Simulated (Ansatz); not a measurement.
Cost and result for the atomization energy of C₄H₂AlF (8 atoms, 9 bonds).

Z-matrix (Å, degrees):
```
Al
C 1 1.880
F 1 1.647 2 117.7
H 1 1.568 2 122.5 3 180.0
C 2 1.520 1 144.8 3 0.1
C 2 1.333 1 150.0 3 179.9
C 5 1.318 2 111.6 1 179.9
H 7 1.069 5 150.3 2 -179.9
```

Charge 0, multiplicity 1. The bonds changed during the relaxation, so this is another structure than the one it started from. The geometry is a stationary point of PBE0-D4/def2-TZVP. It is one conformer, not always the lowest. Program: Ansatz. All runs use 2 threads of an Arm Neoverse V1 on a shared host. Times are those of one run each, without the atoms' runs, and a repeat can differ threefold. Electronic energies, without spin–orbit coupling; frozen cores. CCSD(T)/CBS adds CCSD(T) − MP2 in def2-TZVPP to the MP2 limit, and its time is that of the two runs behind it. T1 = 0.020. B3LYP takes the VWN-RPA correlation (the form of Gaussian; ORCA's B3LYP/G). HSE06 is the plane-wave form, built on full-range PBE exchange.

CCSD(T)/CBS is a level of theory with its own doubt, some kJ/mol a heavy atom from the limit and from the frozen cores, so smaller differences don't rank the functionals.

```
                            level  functions  wall time  atomization (kJ/mol)  difference from CCSD(T)/CBS  per bond
           LDA (SPW92)/def2-TZVPP        225      1.8 s                4064.3                        615.9      68.4
             revPBE-D4/def2-TZVPP        225      2.9 s                3501.5                         53.1       5.9
               BLYP-D4/def2-TZVPP        225      2.9 s                3468.7                         20.3       2.3
              HSE06-D4/def2-TZVPP        225      4.7 s                3502.2                         53.8       6.0
B3LYP-D4/def2-TZVPP (with forces)        225        7 s                3434.9                        -13.5      -1.5
                 CCSD(T)/def2-SVP         98        7 s                3280.9                       -167.5     -18.6
            r2SCANh-D4/def2-TZVPP        225      7.5 s                3458.0                          9.6       1.1
                B2PLYP/def2-TZVPP        225        8 s                3424.5                        -23.9      -2.7
               ωB97X-V/def2-TZVPP        225       12 s                3450.5                          2.1       0.2
 ωB97M-V/def2-TZVPP (with forces)        225       18 s                3462.5                         14.1       1.6
                   MP2/def2-QZVPP        415       27 s                3566.0                        117.6      13.1
               CCSD(T)/def2-TZVPP        225    2.7 min                3341.1                       -107.3     -11.9
                CCSD(T)/CBS(def2)          –    3.1 min                3448.4                          0.0       0.0
```

The D4 term adds +28.0 kJ/mol with B3LYP and +14.6 kJ/mol with PBE0; it sums over pairs of atoms, weighted by their polarisabilities, and B3LYP, whose exchange is more repulsive, gets the larger term. At CCSD(T), def2-SVP lies −167.6 kJ/mol from the extrapolated value and def2-TZVPP −107.3 kJ/mol: correlation converges slowly with the basis, and small sets miss more of it in the bonded molecule than in its fragments. From BLYP to BHLYP (50 % exact exchange), in def2-TZVPP and without D4, the atomization energy moves by −178.5 kJ/mol: exact exchange takes away binding that semilocal exchange gives to molecules.
